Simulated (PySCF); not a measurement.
## [Be2F]+, singlet: molecular constants

Level of theory: PBE0 in PySCF with F def2-TZVP, Be def2-TZVP; no relativity; density-fitted integrals.

The structure is a minimum.

| Property | Result |
| --- | --- |
| Point group | C2v |
| Bond lengths | Be–Be 1.960 Å, F–Be 1.539 Å (×2) |
| Bond angles | Be–Be–F 50.4° (×2), Be–F–Be 79.1° |
| Rotational symmetry number | 2 |
| Zero-point energy | 11.2 kJ/mol |
| Highest occupied level | -12.66 eV |
| Heat capacity Cp at 298.15 K | 45.9 J/(mol K) |
| Enthalpy at 298.15 K above 0 K | 11.26 kJ/mol |
| Rotational constants | 1.294, 0.9737, 0.5557 cm⁻¹ |
| Principal quadrupole moments (Buckingham, traceless) about the centre of mass | -9.03, -5.00, 14.03 D Å |
| Principal polarisabilities | 25.6, 35.3, 70.8 bohr³ |
| Entropy at 298.15 K and 1 bar | 239.6 J/(mol K) |
| Lowest empty level | -9.00 eV |
| Dipole moment about the centre of mass | 1.42 D |

Harmonic modes (masses in u: F 18.998, Be 9.012):
```
symmetry  ω (cm⁻¹)  IR (km/mol)  μ (u)
      b2       455         36.3  10.55
      a1       543         74.5  10.58
      a1       882          155  10.10
```

In C2v the vibrations span b2 + 2a1. Here b1 is antisymmetric to the molecular plane and b2 lies in it.

Charges (e):
| atom | Mulliken | Löwdin | polar tensor | Mayer order to F1 |
| --- | --- | --- | --- | --- |
| F1 | -0.09 | 0.07 | -0.23 | – |
| Be2,3 | 0.54 | 0.46 | 0.61 | 0.68 |
Other Mayer orders above 0.3: Be–Be 1.06.

Mulliken populations on F1: s 3.86, p 5.22, d 0.01, f 0.00.

Only a few start shapes were tried, so a lower isomer may exist. At this level a triplet minimum of D∞h symmetry lies 23 kJ/mol below this structure.

The final relaxation and frequency run took 12 s on 2 threads of a shared Arm Neoverse N1 host, with 69 basis functions and 9 gradients; the process peaked at 0.66 GiB. Launch command: `OMP_NUM_THREADS=2 python axn.py task.json out`.
